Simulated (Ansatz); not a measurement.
Ansatz (a quantum-chemistry and plane-wave program) input:

Ansatz 0.2 input:
```yaml
crystal:
  periodic: [false, false, false]
  atoms:
    - {symbol: Si, position_ang: [-1.71605935, -0.16426501, 0.11213644]}
    - {symbol: As, position_ang: [0.77497313, 0.07429075, -0.05062150]}
    - {symbol: H, position_ang: [-1.90455372, 1.07396271, -0.78733721]}
    - {symbol: H, position_ang: [-1.72429042, 0.68390134, 1.39990077]}
    - {symbol: H, position_ang: [0.95139032, -0.76361090, -1.32847615]}
    - {symbol: H, position_ang: [1.12817154, -1.14613761, 0.81651183]}
basis:
  gaussian:
    orbitals: def2-TZVP
hamiltonian:
  xc: b3lyp
  dispersion: d3bj
total_charge: -1
phonons: {temperatures: {t_min: 298.15, t_max: 298.15, t_step: 100}}
```

Task: Predict the final energy.

Result: -2527.86542 Eh (B3LYP-D3(BJ)/def2-TZVP). The basis has 109 functions. The run takes very roughly 40 core-seconds.

It need not be the lowest isomer of its formula. Whether it binds its extra electron was not tested at this geometry.
